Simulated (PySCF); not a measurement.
# Calculated NMR parameters of C1=C[C@H]2C[C@@H]1c1ccccc12

| Item | Value |
| --- | --- |
| Formula | C11H10 |
| SMILES | C1=C[C@H]2C[C@@H]1c1ccccc12 |
| Point group of the computed structure | Cs |
| Degrees of unsaturation | 7 |
| Carbon signals | 6 |
| Proton signals | 6 |

Structure with atom numbers: `[CH:1]1=[CH:2][C@H:3]2[CH2:4][C@@H:5]1[c:6]1[cH:7][cH:8][cH:9][cH:10][c:11]12`. Each H is labelled by its parent atom. Ha(C4) is cis to C6 on the ring; Hb(C4) is trans to C6 on the ring.

- coordinates at the GFN2-xTB level
- shieldings: GIAO PBE0/pcSseg-1
- program: PySCF 2.14
- fast rotation and ring inversion assumed for equivalent nuclei, non-relativistic Hamiltonian, a single conformation, no solvent model

Scale: 1H, 13C vs TMS (reference shieldings calculated alike).

```tsv
carbon	δC, type	δH (multiplicity)	HMBC from (2–3 bonds)	span of the C tensor (ppm)
C1/C2	153.4, CH	7.15 (m)	H(C1)/H(C2), H(C3)/H(C5), Hb(C4), Ha(C4)	249
C3/C5	54.0, CH	3.70 (m)	H(C7)/H(C10), H(C1)/H(C2), H(C3)/H(C5), Hb(C4), Ha(C4)	14
C4	75.5, CH2	Ha(C4) 2.30 (m); Hb(C4) 2.45 (m)	H(C1)/H(C2), H(C3)/H(C5)	34
C6/C11	158.9, C	–	H(C7)/H(C10), H(C8)/H(C9), H(C1)/H(C2), H(C3)/H(C5), Hb(C4), Ha(C4)	219
C7/C10	127.0, CH	7.54 (d)	H(C8)/H(C9), H(C3)/H(C5)	212
C8/C9	129.4, CH	7.20 (m)	H(C7)/H(C10), H(C8)/H(C9)	222
```

- Carbon types of the structure: 2 × C, 8 × CH, 1 × CH2, which accounts for all hydrogens.
- δC 158.9: substituted aromatic carbon.
- δC 153.4: alkene CH; the olefinic region.
- δC 129.4, 127.0: aromatic CH; the aromatic region.
- δC 75.5: sp3 CH2 in a ring.
- δH 7.15: hydrogen on an alkene CH; a vinylic proton, deshielded by the sp2 carbon and the C=C anisotropy.

Shifts are as computed. Against solution values, carbons near 30 ppm lie about +3 ppm off and those near 130 ppm about +5 ppm. Of 1211 compounds with measured shifts, 218 miss one by over three times the rms of a fit or turn the order of signals round; such compounds aren't used in these exercises. No couplings were computed; multiplicities are counted from neighbouring protons, with m where these are inequivalent, close in shift, in a saturated or five-membered ring or joined by F or P, and br s for small geminal =CH2 splittings.
